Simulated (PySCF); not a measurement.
# Working with the constants of BePb

UHF-CCSD(T) constants of BePb, ³Σ⁻ (triplet), unpaired electrons π ↑↑ (basis Be def2-SVP, Pb def2-SVP with ECP60; scalar-relativistic core potentials; PySCF 2.14; masses 9.0122 and 207.9766 u):

| Property | Result |
| --- | --- |
| ωe | 335.3 cm⁻¹ |
| ωexe | 5.82 cm⁻¹ |
| Be | 0.30444 cm⁻¹ |
| αe | 0.00511 cm⁻¹ |
| De to Be + Pb | 0.51 eV |

(1) What force constant and bond length do these constants imply?

(2) Estimate the centrifugal constant D from the Kratzer relation and find the Dunham coefficient a1.

Correlated steps freeze 4 core orbitals. Correlated levels converge slowly with the basis: in double zeta they bind strong bonds too weakly, by up to about 1 eV, and carry superposition errors of some tenths. These are scalar-relativistic numbers at best; spin–orbit coupling would shift them, the dissociation energy most. The state was picked by a PBE0 search and need not be the measured ground state.

Answers

(1) Reduced mass μred = 8.6379 u; k = 5.8918×10⁻⁷·μred·ωe² (u, cm⁻¹, mdyn/Å) = 0.572 mdyn/Å; Re = √(16.8576/(μred·Be)) (u, cm⁻¹, Å) = 2.532 Å.

(2) D = 4Be³/ωe² = 1e-06 cm⁻¹; a1 = −1 − αeωe/(6Be²) = -4.08.
